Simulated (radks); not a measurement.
Re XLIV, configuration [Ar] 3d10 4s2 4p1 7f1 (not the ground configuration). All-electron calculation, Dirac Kohn-Sham, PBEsol, spin-unpolarised, spherical densities, finite nucleus; open shells fill j = l - 1/2 first; Fermi nuclear charge, rms radius 5.3698 fm. Program: a radial shooting solver on a logarithmic mesh with Libxc functionals.

Unscreened Slater integrals over Kohn-Sham orbitals (hartree). Large and small components are both included. Empty in this configuration: 4p3/2.

integral            value
F0(7f5/2,7f5/2)   0.61497
F2(7f5/2,7f5/2)   0.31304
F4(7f5/2,7f5/2)   0.21971
F0(7f5/2,4p1/2)   0.85842
G2(7f5/2,4p1/2)  0.044982
F0(7f5/2,4s1/2)   0.85706
G3(7f5/2,4s1/2)  0.045068
F0(7f5/2,3d5/2)   0.94007
F2(7f5/2,3d5/2)   0.13955
F4(7f5/2,3d5/2)  0.074996
G1(7f5/2,3d5/2)   0.11483
G3(7f5/2,3d5/2)  0.075295
G5(7f5/2,3d5/2)  0.054544
F0(7f5/2,4p3/2)   0.85231
F2(7f5/2,4p3/2)   0.18292
G2(7f5/2,4p3/2)  0.054210
G4(7f5/2,4p3/2)  0.045640
F0(4p1/2,4p1/2)    2.3440
F0(4p1/2,4s1/2)    2.3287
G1(4p1/2,4s1/2)    1.5506
F0(4p1/2,3d5/2)    2.9417
G3(4p1/2,3d5/2)   0.29027
F0(4p1/2,4p3/2)    2.2827
G2(4p1/2,4p3/2)    1.1564
F0(4s1/2,4s1/2)    2.3156
F0(4s1/2,3d5/2)    2.9001
G2(4s1/2,3d5/2)   0.27763
F0(4s1/2,4p3/2)    2.2696
G1(4s1/2,4p3/2)    1.5184
F0(3d5/2,3d5/2)    5.1396
F2(3d5/2,3d5/2)    2.6354
F4(3d5/2,3d5/2)    1.6994
F0(3d5/2,4p3/2)    2.8236
F2(3d5/2,4p3/2)   0.82303
G1(3d5/2,4p3/2)   0.26532
G3(3d5/2,4p3/2)   0.26961
F0(4p3/2,4p3/2)    2.2281
F2(4p3/2,4p3/2)    1.1534
